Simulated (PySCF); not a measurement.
Coordinates in bohr (charge 0 multiplicity 1):
```
Al    0.0000    0.0000   -1.5215
S     0.0000    0.0000   -5.2973
Br    0.0000    0.0000    2.6659
```

All numbers come from PySCF, PBE0, basis Al def2-TZVP, S def2-TZVP, Br def2-TZVP (no relativity, density fitting).

This geometry of AlSBr is a stationary point at this level.

Q: What is the point group?

A: C∞v.

Q: Is it a minimum?

A: Yes: all harmonic wavenumbers are real.

Q: List the harmonic modes with their infrared intensities.

A: 
```json
{"symmetry": "π", "ω (cm⁻¹)": "136", "IR (km/mol, summed over degenerate members)": "42.9"}
{"symmetry": "σ+", "ω (cm⁻¹)": "318", "IR (km/mol, summed over degenerate members)": "9.9"}
{"symmetry": "σ+", "ω (cm⁻¹)": "757", "IR (km/mol, summed over degenerate members)": "124"}
```

Q: What are the dipole moment and the gap between the highest occupied and lowest empty levels?

A: 3.39 D and 4.88 eV.

Q: Give the atomic charges and bond orders.

A: 
| atom | Mulliken | Löwdin | polar tensor | Mayer order to Al1 |
| --- | --- | --- | --- | --- |
| Al1 | 0.40 | -0.50 | 1.00 | – |
| S2 | -0.29 | 0.14 | -0.57 | 2.31 |
| Br3 | -0.12 | 0.36 | -0.43 | 1.31 |

In C∞v the vibrations span π + 2σ+.

Other isomers or separated fragments may lie lower.
